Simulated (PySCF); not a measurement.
C4H12PSi2 (doublet state).
Cartesian coordinates in Å at the GFN2-xTB level; atoms count from 1:
```xyz
19
C4H12PSi2 angstrom
C     -2.273   -0.817    1.187
Si    -0.869    0.427    0.878
C     -0.795    0.926   -0.976
C     -0.007   -0.115   -1.779
C      1.175   -0.662   -1.060
Si     1.245   -0.538    0.782
P      2.881    0.830    1.574
H     -2.316   -1.101    2.233
H     -3.242   -0.402    0.922
H     -2.131   -1.723    0.607
H     -1.124    1.637    1.677
H     -0.279    1.885   -1.050
H     -1.776    1.067   -1.428
H      0.301    0.305   -2.744
H     -0.678   -0.952   -2.023
H      1.871   -1.227   -1.665
H      1.616   -1.821    1.409
H      3.835    0.386    0.679
H      2.556    1.907    0.770
```

The hyperfine couplings belong to this conformer and change with its torsions.

Identity: `C[Si@@H]1CC[CH][Si@H]1P` [radical].

Method: UKS B3LYP, pcH-1 on C H P Si, non-relativistic, mean-field spin-orbit, GIAO in PySCF. One conformer (not necessarily the lowest) at the GFN2-xTB geometry, without solvent, vibrations or thermal averaging. The geometry wasn't refined by DFT: couplings that depend on bond lengths, twists or pyramidal angles can differ widely from those at the functional's own minimum. Stability of the SCF solution: not tested.

Question: Break the g tensor into its mass correction, gauge correction and orbital-Zeeman/spin–orbit terms.

Answer: 
| Δg (ppm) | 1 | 2 | 3 |
| --- | --- | --- | --- |
| relativistic mass correction | -133 | -133 | -133 |
| gauge correction | 9 | 1 | 15 |
| orbital Zeeman/spin–orbit | -621 | -225 | 486 |
| total | -745 | -358 | 368 |

So g = 2.00157, 2.00196, 2.00269 and g_iso = 2.00207; the tensor is rhombic: the two nearest values differ by 35 % of g3 − g1. 

Question: At 9.344 GHz, how far is the centre of the isotropic spectrum from where a free electron (g = 2.002319) resonates?

Answer: B = hν/(g μB) with μB/h = 13.99624 MHz/mT gives 333.42 mT for the free electron and 333.46 mT at g_iso, 0.04 mT higher.

Question: What effective moment and Curie constant follow for a powder?

Answer: With the mean of g² = 4.0083 and S(S+1) = 0.75: μ_eff = √(⟨g²⟩S(S+1)) = 1.734 μB and χT = 0.12505·⟨g²⟩·S(S+1) = 0.376 cm³ K/mol (cgs; spin-Hamiltonian part alone).

Question: What are the electron Larmor frequencies g μB B/h along the three axes at 330 mT?

Answer: 9.2448, 9.2466, 9.2499 GHz for g1, g2 and g3, a range of 5.1 MHz.

Question: In a frozen sample, at which fields do the three g values resonate at 9.5, 34, 94 and 263 GHz (hyperfine left aside), and which band first spreads them over more than twice a line width of 0.3 mT?

Answer: 
```csv
band,GHz,B(g3) mT,B(g2) mT,B(g1) mT,spread mT
X,9.5,338.92,339.04,339.11,0.19
Q,34.0,1212.98,1213.42,1213.66,0.67
W,94.0,3353.54,3354.75,3355.40,1.87
J,263.0,9382.77,9386.17,9387.99,5.22
```

The spread grows in proportion to the frequency. Q band is the first where it exceeds 0.6 mT.

The largest Mulliken spin populations are on C5 (+0.96), P7 (+0.09) and C4 (-0.08). C5 is the only atom above +0.15. The positive populations add up to 1.16 and the negative ones to -0.16, together 2S = 1. The angles at C5 add up to 359.5°, so it is planar; its axial dipolar tensor and the negative coupling of its proton fit spin in a p orbital normal to that plane.

The HOMO–LUMO gaps are 5.71 eV among the α and 4.62 eV among the β orbitals.
